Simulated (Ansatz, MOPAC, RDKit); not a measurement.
System: SeCl2 (charge 0, singlet). SMILES: [Se](Cl)Cl

Atoms: Se1, Cl2, Cl3. Bonds: Se1-Cl2, Se1-Cl3.

Bond lengths (Å) and angles (degrees) optimised at UFF with RDKit; PM3 with MOPAC; PBE/6-31G* with LANL2DZ past Ar with Ansatz (an electronic-structure program), each started from the B3LYP-D3(BJ)/def2-TZVP structure (Ansatz) of the last column. A row stands for all coordinates that are equal there. 6-31G* holds six Cartesian d functions. No wavenumbers were computed at UFF, PBE/6-31G* with LANL2DZ past Ar, so these may be saddle points.

```json
[
 {"coordinate": "Se1-Cl2", "UFF": "2.223", "PM3": "2.164", "PBE/6-31G* with LANL2DZ past Ar": "2.267", "B3LYP-D3(BJ)/def2-TZVP": "2.176"},
 {"coordinate": "Cl2-Se1-Cl3", "UFF": "90.6", "PM3": "99.7", "PBE/6-31G* with LANL2DZ past Ar": "102.6", "B3LYP-D3(BJ)/def2-TZVP": "101.7"}
]
```

Mean signed difference of all 2 bond lengths from B3LYP-D3(BJ)/def2-TZVP: UFF 0.047 Å, PM3 -0.012 Å, PBE/6-31G* with LANL2DZ past Ar 0.092 Å.
